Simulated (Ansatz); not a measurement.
Input file for FH₃OSi₂, SMILES `F[Si]O[SiH3]`:

```yaml
crystal:
  periodic: [false, false, false]
  atoms:
    - {symbol: F, position_ang: [0.639288, -1.829497, 1.608675]}
    - {symbol: Si, position_ang: [-0.428710, -2.165511, 0.441497]}
    - {symbol: O, position_ang: [-0.538267, -0.736460, -0.334595]}
    - {symbol: Si, position_ang: [-0.025556, 0.837137, -0.406731]}
    - {symbol: H, position_ang: [-0.705066, 1.480661, -1.555506]}
    - {symbol: H, position_ang: [-0.385726, 1.537825, 0.849986]}
    - {symbol: H, position_ang: [1.444049, 0.875846, -0.603327]}
basis:
  gaussian: {orbitals: def2-TZVPP}
correlation: {method: ccsd_t}
output: {orbitals: {seedname: orbitals}}
```

```sh
$ ansatz run in.yaml --threads 2 --pin off --events-out ev --progress --plain
```

The program prints (abridged):

```
Functional definition: HF
1124 factors; integrals over basis functions are off by at most 1.0e-3 eV
mean field evaluation 1: about -20517.3182 eV, gradient 4.5e1 eV
mean field evaluation 2: about -20517.5338 eV, gradient 4.5e1 eV
mean field evaluation 4: about -20521.3435 eV, gradient 3.1e0 eV
mean field evaluation 8: about -20521.4076 eV, gradient 3.4e-1 eV
mean field -20521.40805552 eV, -754.1478361305 hartree, gradient 4.2e-6 eV, S^2 0.000000; 0 other end points of the search recorded, 0 dependent functions left out
12 core orbitals not correlated: weight in the atoms' cores, before any rotation towards them, 1.000 or more for the frozen orbitals, at most 0.000 for the correlated occupied ones
reference -20521.40805552 eV, -754.1478361305 hartree; 12, 12 occupied and 164, 164 virtual orbitals, 1124 factors
second order -19.18440106 eV of doubles, -0.00000000 eV of singles
cycle   1  -19.34892569 eV  change   -1.6e-1 eV  update   1.1e-1
cycle   2  -19.87712603 eV  change   -5.3e-1 eV  update   3.6e-2
cycle   3  -20.01910225 eV  change   -1.4e-1 eV  update   2.0e-2
cycle   4  -19.99854277 eV  change    2.1e-2 eV  update   4.3e-3
cycle   5  -19.99627294 eV  change    2.3e-3 eV  update   1.8e-3
cycle   6  -19.99739476 eV  change   -1.1e-3 eV  update   5.2e-4
cycle   7  -19.99705799 eV  change    3.4e-4 eV  update   1.9e-4
cycle   8  -19.99697066 eV  change    8.7e-5 eV  update   5.7e-5
cycle   9  -19.99700550 eV  change   -3.5e-5 eV  update   1.9e-5
cycle  10  -19.99700868 eV  change   -3.2e-6 eV  update   6.7e-6
perturbative correction -0.67424546 eV, -0.0247780636 hartree
Total energy: -20542.07930966 eV, -754.9074907085 hartree
```

Hardware: 2 threads of a server CPU on a shared host. Wall time 37 s, peak host memory 1.9 GiB.

Correlation energy per correlated electron: -0.861 eV. T1 diagnostic: 0.0142.
